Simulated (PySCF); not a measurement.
Te: ionisation energy

Te [Kr] 4d10 5s2 5p4 (3P) → Te+ [Kr] 4d10 5s2 5p3 (4S), as a difference of total energies. Computed with PySCF 2.14 in aug-cc-pwCVQZ-PP with ECP28MDF (10s10p8d6f4g1h, 169 functions), with scalar relativity through the core potential. Correlated levels: valence: 4s2 4p6 4d10 frozen; valence and next inner shell: nothing frozen outside the core potential. The calculations carry no spin-orbit coupling.

```tsv
method	ionisation energy (eV)	error (eV)
UHF	7.739	-1.010
LC-wPBE	8.810	+0.061
B2PLYP	8.720	-0.029
r2SCAN0	8.756	+0.007
MP2 (valence)	8.475	-0.274
SCS-MP2 (valence)	8.557	-0.192
MP2 (valence and next inner shell)	8.573	-0.176
SCS-MP2 (valence and next inner shell)	8.620	-0.129
```

Reference: 8.749 eV (measured; NIST levels, between the centres of gravity of the two terms).
